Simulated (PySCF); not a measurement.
These are ωB97X-D3(BJ)/def2-TZVP // B3LYP-D3(BJ)/def2-SVP (PySCF 2.14.0) values and carry that method's errors. All species are isolated molecules in the gas phase. One relaxed conformer stands for a flexible species; it need not be the lowest. Delta-SCF ions had no search for a lower state. 

Reference species (SMILES): `C=C(S)c1ccc([SiH3])cc1` (C–C–S–H torsion -11°, S–C–C–C torsion -38°) (neutral, multiplicity 1).

```
Quantity                                   Value
--------------------------------------  --------
vertical ionisation energy (Delta-SCF)   8.40 eV
HOMO                                    -8.71 eV
vertical electron affinity (Delta-SCF)  -0.22 eV
```

Changed species: `C=C([SiH3])c1ccc(S)cc1` (Si–C–C–C torsion -148°, C–C–S–H torsion -2°).

Question: Give the shifts of the vertical ionisation energy (Delta-SCF), HOMO and vertical electron affinity (Delta-SCF).

Answer: the vertical ionisation energy (Delta-SCF) falls by 0.35 eV, to 8.05 eV; the HOMO rises by 0.38 eV, to -8.33 eV; the vertical electron affinity (Delta-SCF) drops by 0.12 eV, to -0.34 eV.
